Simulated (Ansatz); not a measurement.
H6Cl3NSi3 (SMILES N[SiH2][SiH2][Si](Cl)(Cl)Cl), singlet, at a GFN2-xTB geometry, with bond 2-1 at 1.4 times its length; Ansatz (a first-principles code) with CASSCF(2,3)/STO-3G.

Here is a job for Ansatz.
Ansatz 0.2 input:
```yaml
crystal:
  periodic: [false, false, false]
  atoms:
    - {symbol: Si, position_ang: [0.78859130, -0.23968775, -0.35486833]}
    - {symbol: Cl, position_ang: [0.99759689, 2.11855751, -1.93876833]}
    - {symbol: Cl, position_ang: [2.59704284, -1.16209366, -0.47176468]}
    - {symbol: Cl, position_ang: [-0.50368807, -1.46754938, -1.37164091]}
    - {symbol: Si, position_ang: [-0.03836156, 0.18278261, 1.78131050]}
    - {symbol: Si, position_ang: [-2.27229978, 0.81361851, 1.83787231]}
    - {symbol: N, position_ang: [-2.78174108, 0.85324806, 0.19543616]}
    - {symbol: H, position_ang: [0.22048804, -1.03338483, 2.57078410]}
    - {symbol: H, position_ang: [0.85474762, 1.18256183, 2.38678798]}
    - {symbol: H, position_ang: [-3.05961454, -0.07244556, 2.71879022]}
    - {symbol: H, position_ang: [-2.51272609, 2.17742976, 2.31858511]}
    - {symbol: H, position_ang: [-3.68199987, 1.23823735, -0.03950808]}
    - {symbol: H, position_ang: [-2.57073495, 0.08366559, -0.42016668]}
basis:
  gaussian:
    orbitals: STO-3G
hamiltonian:
  xc: hf
magnetization: {spin_polarized: false}
correlation: {active_space: {window: {electrons: 2, orbitals: 3}}}
```

Output, abridged:

```
Functional definition: HF
728 factors; integrals over basis functions are off by at most 3.7e-5 eV
mean field evaluation 1: about -61978.2288 eV, gradient 3.1e1 eV
mean field evaluation 2: about -61978.3206 eV, gradient 3.1e1 eV
mean field evaluation 4: about -61984.5271 eV, gradient 2.0e0 eV
mean field evaluation 8: about -61984.5641 eV, gradient 4.1e-2 eV
mean field -61984.56416161 eV, -2277.8907182927 hartree, gradient 8.2e-7 eV, S^2 0.000000; 0 other end points of the search recorded, 0 dependent functions left out
reference -61984.56416161 eV, -2277.8907182927 hartree; 53, 53 occupied and 12, 12 virtual orbitals, 728 factors
state -61985.46842040 eV, -2277.9239491902 hartree
Total energy: -61985.46842040 eV, -2277.9239491902 hartree
```
